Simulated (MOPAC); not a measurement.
MOPAC input (PM3):

```
PM3 1SCF CHARGE=1 GEO-OK AUX(PRECISION=9) THREADS=1
CHF2

F    -1.05857075 1   -0.21560565 1    0.02076994 1
C     0.00212202 1    0.41286249 1   -0.01271567 1
F     1.05629413 1   -0.22733482 1   -0.00712790 1
H     0.00775742 1    1.50928936 1   -0.04648432 1
```

Task: What heat of formation does the run end on, and which ionisation energy by Koopmans theorem?

Result: 150.42 kcal/mol; 22.78 eV.
